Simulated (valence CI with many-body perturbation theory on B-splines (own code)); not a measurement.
## Questions on Cu24+

Computed by valence CI with perturbative core correlation (CI+MBPT): three valence electrons over a frozen Dirac-Fock core [He], radial functions for each j: 11 s, 11 p, 10 d, 8 f, 5 g, 2 h, with the one-electron correlation potential Σ1 (screened to all orders), the two-electron term Σ2, the three-electron term Σ3, Breit, model QED; selected single and double excitations, second order for the rest, scaled by the run's own slope (own B-spline code, finite nucleus).

No measured levels were compared; by estimate levels of excited configurations hold to 0.05 to 0.15 % of their energy, terms of the ground configuration to about 0.5 %.

Names give the largest LS component (configuration and term), which can be under half, so a name can repeat, a term be missing and a line seem to break the LS rules; names also repeat where a configuration has a term twice.

Rates and lifetimes use the calculated energies. Strong lines usually hold to 10 to 20 %, long lifetimes can be off by a factor of two.

(1) What is the ground level?

(2) Where does the other parity begin?

(3) Among levels below 15303 × 10³ cm⁻¹, which E1 lines absorb most strongly from the ground level?

(4) How is the term 2P° of the ground level split?

(5) What is the ionisation energy?

## Answers

(1) 2s2 2p 2P°_1/2, composition 98 % 2s2 2p 2P°, g = 0.659.

(2) At 2s 2p2 4P_1/2, 485.01 × 10³ cm⁻¹.

(3) to 2s2 3d 2D_3/2 at 0.9209 nm, f = 0.679; to 2s 2p 3p 2D_3/2 at 0.8961 nm, f = 0.225; to 2s 2p 3p 2P_1/2 at 0.8997 nm, f = 0.147.

(4) J = 1/2 at 0.00, J = 3/2 at 191.28 × 10³ cm⁻¹.

(5) 2307.8 eV; NIST lists 2307.3 ± 1 eV (semi-empirical).
